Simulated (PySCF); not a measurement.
# Basis-set dependence of population analyses: `C[C@@H]1C=C1O[SiH3]`

Species: C4H8OSi.
Structure used (PBE0-D3(BJ)/def2-SVP), in Å, numbered top down from 1:
```
atom  x, y, z in Å
C1     1.8039    1.6604    0.0148
C2     0.8800    0.8566    0.9067
C3     1.1978   -0.5832    1.3129
C4     0.2374   -0.4055    0.4598
O5    -0.7033   -0.9214   -0.3188
Si6   -1.5753    0.0454   -1.4038
H7     2.5714    2.1840    0.6080
H8     2.3206    1.0086   -0.7070
H9     1.2508    2.4282   -0.5523
H10    0.3379    1.4868    1.6371
H11    1.8419   -1.2028    1.9283
H12   -2.2251    1.1716   -0.6754
H13   -2.5872   -0.8647   -1.9966
H14   -0.6587    0.5805   -2.4509
```

PBE0 throughout (PySCF), one geometry, spherical d and f functions. One conformer (not necessarily the lowest) at the PBE0-D3(BJ)/def2-SVP geometry, without solvent, vibrations or thermal averaging. Atoms taken as equivalent share a column and are averaged. The first 7 of 10 kinds of atom are listed.

Mulliken charges (e):

```tsv
basis	functions	C1	C2	C3	C4	O5	Si6	H7/H8/H9
STO-3G	42	-0.239	-0.079	-0.149	+0.050	-0.314	+0.675	+0.073
6-31G	74	-0.487	-0.212	-0.096	+0.242	-0.738	+0.778	+0.163
pcSseg-0	74	-0.607	-0.376	-0.106	+0.197	-0.828	+0.760	+0.226
6-31G*	104	-0.533	-0.196	-0.215	+0.335	-0.593	+0.565	+0.171
cc-pVDZ	128	-0.040	-0.126	-0.100	+0.214	-0.369	+0.416	+0.039
def2-SVP	128	-0.009	-0.208	-0.225	+0.346	-0.425	+0.554	+0.037
aug-cc-pVDZ	214	+0.308	+0.510	+0.557	+0.207	-0.878	-0.184	-0.119
6-311+G(2d,p)	218	-0.619	+0.208	-0.497	+0.328	-0.549	+0.626	+0.147
def2-TZVP	240	-0.346	-0.127	-0.235	+0.182	-0.307	+0.288	+0.116
cc-pVTZ	296	-0.279	-0.110	-0.277	+0.215	-0.252	+0.268	+0.094
IGLO-III	299	-0.375	-0.058	-0.188	+0.054	-0.437	+0.945	+0.112
```

IAO charges (e):

| basis | functions | C1 | C2 | C3 | C4 | O5 | Si6 | H7/H8/H9 |
| --- | --- | --- | --- | --- | --- | --- | --- | --- |
| STO-3G | 42 | -0.409 | -0.156 | -0.192 | +0.079 | -0.380 | +0.781 | +0.130 |
| 6-31G | 74 | -0.448 | -0.141 | -0.231 | +0.165 | -0.503 | +0.692 | +0.143 |
| pcSseg-0 | 74 | -0.439 | -0.160 | -0.229 | +0.161 | -0.497 | +0.689 | +0.142 |
| 6-31G* | 104 | -0.429 | -0.127 | -0.238 | +0.194 | -0.540 | +0.832 | +0.136 |
| cc-pVDZ | 128 | -0.428 | -0.127 | -0.245 | +0.195 | -0.534 | +0.820 | +0.135 |
| def2-SVP | 128 | -0.419 | -0.126 | -0.239 | +0.192 | -0.534 | +0.839 | +0.132 |
| aug-cc-pVDZ | 214 | -0.440 | -0.131 | -0.253 | +0.199 | -0.543 | +0.824 | +0.139 |
| 6-311+G(2d,p) | 218 | -0.442 | -0.132 | -0.251 | +0.199 | -0.552 | +0.858 | +0.140 |
| def2-TZVP | 240 | -0.442 | -0.133 | -0.252 | +0.201 | -0.554 | +0.869 | +0.140 |
| cc-pVTZ | 296 | -0.443 | -0.133 | -0.252 | +0.200 | -0.550 | +0.854 | +0.140 |
| IGLO-III | 299 | -0.443 | -0.132 | -0.253 | +0.200 | -0.554 | +0.867 | +0.141 |

Hirshfeld charges (e):

```csv
basis,functions,C1,C2,C3,C4,O5,Si6,H7/H8/H9
STO-3G,42,-0.052,-0.034,-0.111,+0.030,-0.160,+0.462,+0.011
6-31G,74,-0.112,-0.038,-0.096,+0.057,-0.214,+0.398,+0.032
pcSseg-0,74,-0.120,-0.040,-0.095,+0.057,-0.195,+0.419,+0.030
6-31G*,104,-0.112,-0.040,-0.095,+0.061,-0.186,+0.384,+0.032
cc-pVDZ,128,-0.123,-0.046,-0.093,+0.057,-0.168,+0.394,+0.033
def2-SVP,128,-0.127,-0.047,-0.094,+0.062,-0.173,+0.402,+0.034
aug-cc-pVDZ,214,-0.136,-0.058,-0.095,+0.057,-0.193,+0.408,+0.038
"6-311+G(2d,p)",218,-0.128,-0.057,-0.092,+0.053,-0.195,+0.413,+0.037
def2-TZVP,240,-0.132,-0.054,-0.094,+0.058,-0.188,+0.403,+0.037
cc-pVTZ,296,-0.133,-0.053,-0.094,+0.060,-0.182,+0.399,+0.037
IGLO-III,299,-0.137,-0.058,-0.095,+0.057,-0.188,+0.401,+0.038
```

ESP-fitted charges (e):

```tsv
basis	functions	C1	C2	C3	C4	O5	Si6	H7/H8/H9
STO-3G	42	-0.414	+0.165	-0.459	+0.251	-0.292	+0.508	+0.103
6-31G	74	-0.322	+0.128	-0.505	+0.383	-0.510	+0.627	+0.083
pcSseg-0	74	-0.389	+0.119	-0.529	+0.370	-0.508	+0.740	+0.102
6-31G*	104	-0.341	+0.128	-0.440	+0.245	-0.330	+0.478	+0.088
cc-pVDZ	128	-0.319	+0.171	-0.446	+0.213	-0.286	+0.410	+0.079
def2-SVP	128	-0.308	+0.160	-0.458	+0.243	-0.325	+0.488	+0.077
aug-cc-pVDZ	214	-0.394	+0.231	-0.494	+0.226	-0.287	+0.401	+0.095
6-311+G(2d,p)	218	-0.399	+0.235	-0.501	+0.225	-0.292	+0.404	+0.097
def2-TZVP	240	-0.401	+0.233	-0.497	+0.220	-0.279	+0.413	+0.097
cc-pVTZ	296	-0.388	+0.218	-0.482	+0.211	-0.275	+0.420	+0.095
IGLO-III	299	-0.385	+0.221	-0.482	+0.215	-0.278	+0.400	+0.094
```

Some averages cover members that differ in this geometry, most widely: H7/H8/H9, ESP-fitted in pcSseg-0 +0.075 to +0.118; H7/H8/H9, ESP-fitted in STO-3G +0.082 to +0.125; H7/H8/H9, Mulliken in aug-cc-pVDZ -0.136 to -0.098; H7/H8/H9, ESP-fitted in 6-311+G(2d,p) +0.074 to +0.112 e.

Question: Which scheme is steadiest as the basis changes?

Answer: Largest range over the bases for any column: Hirshfeld 0.08 e, IAO 0.18 e, ESP-fitted 0.34 e, Mulliken 1.13 e. Hirshfeld charges move least and Mulliken charges most, counted in e. Without the minimal STO-3G basis the ranges are Hirshfeld 0.05, IAO 0.18, ESP-fitted 0.34, Mulliken 1.13 e.

Question: How much do the charges still move between the two largest bases, cc-pVTZ and IGLO-III?

Answer: At most, over all atoms: Mulliken 0.677 e, IAO 0.013 e, Hirshfeld 0.005 e, ESP-fitted 0.020 e.

Question: What do the same runs give for the total energy, the frontier levels and the dipole moment?

Answer: 
```
        basis  energy (Eh)  HOMO (eV)  LUMO (eV)  μ (D)
       STO-3G    -515.2235      -3.78       4.72   1.91
        6-31G    -521.3450      -6.28       0.18   1.64
     pcSseg-0    -520.5843      -6.63       0.22   1.65
       6-31G*    -521.4621      -6.31       0.23   1.10
      cc-pVDZ    -521.4931      -6.41       0.25   1.12
     def2-SVP    -521.2282      -6.51       0.33   1.14
  aug-cc-pVDZ    -521.5081      -6.53      -0.30   1.04
6-311+G(2d,p)    -521.5628      -6.56      -0.30   1.04
    def2-TZVP    -521.5869      -6.55      -0.10   0.98
      cc-pVTZ    -521.5807      -6.53       0.00   0.98
     IGLO-III    -521.5900      -6.55       0.02   1.00
```

The dipole is fixed by the density alone, so its range of 0.93 D shows that the density itself changes with the basis, not only its division among atoms.
